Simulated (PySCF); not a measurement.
**Electron correlation in Cl- (chlorine, charge -1)**

[Ar], closed-shell 1S. All numbers are calculated (PySCF 2.14, scalar relativity by spin-free X2C-1e, in x2c-QZVPPall with one added diffuse shell each of s, p, d, f type (10s7p5d3f1g, 86 functions)). Frozen: [Ne]; 8 electrons correlated.

```json
{"level": "CCSD", "correlation energy (mhartree)": "-239.73"}
{"level": "(T)", "correlation energy (mhartree)": "-10.97"}
{"level": "CCSD(T)", "correlation energy (mhartree)": "-250.70"}
```

Diagnostics: T1 = 0.0050, D1 = 0.0075, largest double amplitude 0.035.

Is a single reference adequate?

Yes: T1 lies below 0.03 and no double amplitude reaches 0.07.
